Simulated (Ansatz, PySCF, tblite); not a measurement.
Dissociation curve of B2, triplet.

Levels: UKS-LDA (SVWN5)/6-31G* = unrestricted LDA (SVWN5)/6-31G*, spherical d (PySCF); GFN2-xTB, 300 K electronic temperature (tblite); UKS-B3LYP/6-311+G** = PySCF with unrestricted B3LYP/6-311+G**, spherical d; FCI = full CI/cc-pVTZ, frozen core (Ansatz, an electronic-structure program).

Energies relative to the lowest point of each curve between 1.32 and 1.82 Å, where full CI is lowest, in mEh; the last columns give the difference from FCI:

```
R / Å  UKS-LDA (SVWN5)/6-31G*  GFN2-xTB  UKS-B3LYP/6-311+G**    FCI  UKS-LDA (SVWN5)/6-31G* − FCI  GFN2-xTB − FCI  UKS-B3LYP/6-311+G** − FCI
-----  ----------------------  --------  -------------------  -----  ----------------------------  --------------  -------------------------
1.21                    124.4      72.1                110.6  126.1                          -1.7           -54.1                      -15.6
1.32                     51.7      10.3                 43.2   53.3                          -1.5           -43.0                      -10.1
1.40                     22.6       0.0                 17.1   23.7                          -1.1           -23.7                       -6.6
1.47                      8.3       4.2                  5.0    9.0                          -0.7            -4.9                       -4.0
1.51                      3.7       9.7                  1.5    4.2                          -0.5             5.5                       -2.7
1.60                      0.0      25.2                  0.0    0.0                           0.0            25.2                        0.0
1.65                      0.9      34.8                  2.0    0.8                           0.2            34.1                        1.2
1.70                      3.4      45.0                  5.4    3.1                           0.3            41.9                        2.3
1.74                      6.1      53.4                  8.8    5.8                           0.3            47.6                        3.0
1.82                     13.2      70.7                 11.7   12.9                           0.3            57.8                       -1.2
```

UKS-LDA (SVWN5)/6-31G* is furthest from FCI at 1.21 (-1.7 mEh, below); its mean absolute difference over the points is 0.7 mEh.

GFN2-xTB is furthest from FCI at 1.82 (57.8 mEh, above); its mean absolute difference over the points is 33.8 mEh.

UKS-B3LYP/6-311+G** is furthest from FCI at 1.21 (-15.6 mEh, below); its mean absolute difference over the points is 4.7 mEh.

The scan ran from 1.21 to 5.68 Å; beyond the distances shown full CI changes its symmetry label. The unrestricted determinant behind UKS-LDA (SVWN5)/6-31G* is spin-contaminated at 1.21 to 1.65 Å (<S²> up to 2.7, against 2.00 for a pure triplet). The unrestricted determinant behind UKS-B3LYP/6-311+G** is spin-contaminated at 1.21 to 1.74 Å (<S²> up to 2.9, against 2.00 for a pure triplet). Also computed but left out beside FCI, since their determinant holds another spin at the minimum (<S²> over 0.7 above the pure value): UHF, UMP2, UCCSD, UCCSD(T), UMP2/6-31G*.
